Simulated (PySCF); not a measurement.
CHCl₂FOSi, SMILES O=C[Si](F)(Cl)Cl. Geometry optimised at PBE-D3(BJ)/def2-SVP. The structure was generated by enumeration, and PubChem lists no compound with its InChIKey, so it may never have been made. One conformer was computed; it need not be the lowest.

Computed equilibrium geometry at PBE-D3(BJ)/def2-SVP (PySCF confirms it by a frequency run) as Cartesian coordinates in Å (one conformer of several):
```xyz
7

O     -2.3139    -1.0186    -0.7412
C     -1.8632    -0.0712    -0.1334
Si     0.0179     0.0808     0.3046
F      0.1803     0.1712     1.9237
Cl     1.0574    -1.5408    -0.3886
Cl     0.7275     1.8415    -0.4963
H     -2.5237     0.7938     0.1956
```
Charge 0, spin multiplicity 1.
